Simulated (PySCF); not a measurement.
# Simulated absorption spectrum

Species: C6H8F2.
InChI=1S/C6H8F2/c1-3-5(2)6(8)4-7/h3,6H,1-2,4H2/t6-/m0/s1

Method used: TDDFT PBE0/def2-SVPD, vertical, gas phase, core orbitals frozen in the response (PySCF 2.14.0, density-fitted response routines). Isolated species at its PBE0-D3(BJ)/def2-SVP geometry (one conformer only). Torsions of this conformer, `[CH2:1]=[CH:2][C:3](=[CH2:4])[C@@H:5]([F:6])[CH2:7][F:8]`: C1–C2–C3–C4 177°, C2–C3–C5–F6 162°, C3–C5–C7–F8 170°.

Broadening: Gaussians 0.4 eV wide at half height, area fixed by f = 4.319×10⁻⁹ ∫ε dν̃. The width is an assumption, not a result. The curve ends short of the highest state used, and states not computed would add to its high-energy end.

```
λ (nm)  ε (L mol⁻¹ cm⁻¹)
 183.3               713
 185.4               607
 187.4               448
 189.5               277
 191.5               153
 193.5                80
 195.6                66
 197.6               150
 199.7               475
 201.7              1283
 203.8              3129
 205.8              6345
 207.9             11575
 209.9             18072
 212.0             25436
 214.0             31447
 216.1             35113
 218.1             35244
 220.2             32002
 222.2             26667
 224.3             20132
 226.3             14209
 228.3              9308
 230.4              5535
 232.4              3152
 234.5              1631
 236.5               819
 238.6               374
 240.6               168
 242.7                69
```

Task: Where are the band maxima, and which computed states make them?

Result: 217 nm (5.71 eV), ε about 36000, made up of S1 (100%) (ε in L mol⁻¹ cm⁻¹; maxima over ε = 5, shares over 10%). At its high-energy end, 6.76 eV, the curve is still rising (ε about 710, from S2, S3 and S4). The states used: S1 5.71 eV (f 0.528); S2 6.74 eV (f 0.0049); S3 6.78 eV (f 0.0019); S4 6.83 eV (f 0.0037); S5 7.24 eV (f 0.018); S6 7.36 eV (f 0.024).

Task: On this curve, what absorbance would a 10⁻⁵ mol/L sample give at 193 nm over a 1 cm path?

Result: 193 nm is 6.424 eV, where ε is about 93 L mol⁻¹ cm⁻¹, so A = ε c l ≈ 0.00093 (Beer–Lambert, with the gas-phase spectrum and the assumed width).

Task: What would ε be at 5.71 eV, the highest of these maxima, with half the width (0.2 eV)?

Result: About 71200 L mol⁻¹ cm⁻¹ against 35600, a factor of about 2.00; a lone state at its own centre would give exactly 2.
